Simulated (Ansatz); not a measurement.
`C[O][GeH2][I]` → `[GeH3][I]` + `C=O` at 298.15 K and 1 bar (β-hydride elimination).

Isolated molecules relaxed with PBE0-D4/def2-TZVP in Ansatz; ΔE leaves out vibrations. CBS: MP2 limit from def2 TZ/QZ plus the TZ coupled-cluster correction, frozen cores. This one scheme is used for every species. def2 core potentials past Kr. For Ge, I outer-core shells are correlated without core-valence functions, which leaves a few kJ/mol of doubt a bond. Scalar relativity is left out up to krypton. Each species was taken in one conformer, which may not be the lowest.

| species | CCSD(T)/CBS energy (Eh) | H − E (kJ/mol) | S (J/(mol·K)) |
| --- | --- | --- | --- |
| `C[O][GeH2][I]` | -2489.82326 | 173.3 | 371.8 |
| `[GeH3][I]` | -2375.37957 | 75.1 | 283.9 |
| `C=O` | -114.39408 | 80.1 | 218.6 |

H − E and S are ideal-gas, rigid-rotor, harmonic terms from PBE0-D4/def2-TZVP, for one conformer and one mirror image of each species. 1 Eh = 2625.50 kJ/mol, R = 8.31446 J/(mol·K).

Question: By hand: ΔE, ΔH, ΔS and ΔG.

Answer: ΔE = (-2375.37957) + (-114.39408) − (-2489.82326) = 0.04961 Eh = 130.3 kJ/mol. Δ(H − E) = 75.1 + 80.1 − 173.3 = -18.1, so ΔH = 112.2 kJ/mol. ΔS = 283.9 + 218.6 − 371.8 = 130.7 J/(mol·K). ΔG = 112.2 − 298.15 × (130.7)/1000 = 73.2 kJ/mol.

Question: By hand: the equilibrium constant, and the temperature at which ΔG would vanish if ΔH and ΔS stayed fixed.

Answer: log₁₀ K = −ΔG/(RT ln 10) = -12.8. ΔG = 0 at ΔH/ΔS = 858 K.

The number of gas molecules changes by +1, which sets the sign of ΔS. A doubt of 5 kJ/mol in ΔE shifts log₁₀ K by 0.9 here. Other conformers and mirror images would add mixing entropy, several J/(mol·K) or more a flexible species. Modes under 60 cm⁻¹, often nearly free rotors, make the harmonic entropy too high. These are equilibria of isolated gas molecules and say nothing of rates. Largest T1 diagnostic: 0.015 (customary marks: 0.02 for closed shells, 0.045 for open ones).
